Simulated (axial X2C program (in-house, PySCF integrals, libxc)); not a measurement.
What spin–orbit coupling does to RuSe

All values were computed with an in-house all-electron X2C program for linear molecules (integrals from PySCF). Spin-free means the one-electron spin-free X2C Hamiltonian; two-component (2c) means X2C with spin–orbit coupling and atomic mean-field two-electron Coulomb and Gaunt terms, so the difference of the two also holds small scalar two-electron terms. Basis: Ru dyall-cv3z [12s12p8d5f3g], Se dyall-cv3z [8s9p6d4f1g] (cores contracted in-house); Gaussian nuclei, density fitting, unrestricted open shells. Masses: Ru 101.904 u, Se 79.917 u.

Spin-free state: M_S = 2, Λ = 2 (beyond evenly filled blocks: σα, π+α, π-α, δ+α, δ+β, δ-α); fragments Ru + Se.

```csv
level,Re (Å),ωe (cm⁻¹),De (eV),μ (D)
PBE0,2.208,354.4,3.479,-3.98
```

Dipoles are positive if Se is the positive end.

Two-component determinant lowest at the distance of the search:

Ω = 4 (⟨Sz⟩ = 2.00, ⟨Lz⟩ = 2.00 at PBE0); fragments Ru + Se.

```csv
level,Re (Å),ωe (cm⁻¹),μ (D)
PBE0,2.209,353.7,-3.97
```

(1) From the two tables, how do the constants change at the PBE0 level (2c against spin-free)?

The state is one determinant whose occupation by symmetry is held fixed; it was picked as the lowest of a PBE0 search that is not exhaustive. De is counted from the lowest determinant-based energies of the atoms at the same level, without counterpoise correction. De is not given where an atomic determinant may have missed its ground term or J level, or where the truncated virtual space spoils (T). Density functionals use the spin component along the axis (collinear). PBE0 can misorder states that lie within some tenths of an eV, so this need not be the ground state of the molecule. The nearest other spin-free determinant of the search, M_S = 2, Λ = 0, lies 0.39 eV up at the distance of the search. The functionals have no current-density term, which raises determinants with orbital currents, atoms included. With several unpaired electrons one determinant need not be a pure state. Open-shell Ω = 0 determinants with evenly filled partner blocks cannot be reached by this program, so the Ω shown need not be the lowest component.

Answers

(1) At the PBE0 level Re goes up by 0.001 Å and ωe falls by 0.7 cm⁻¹.
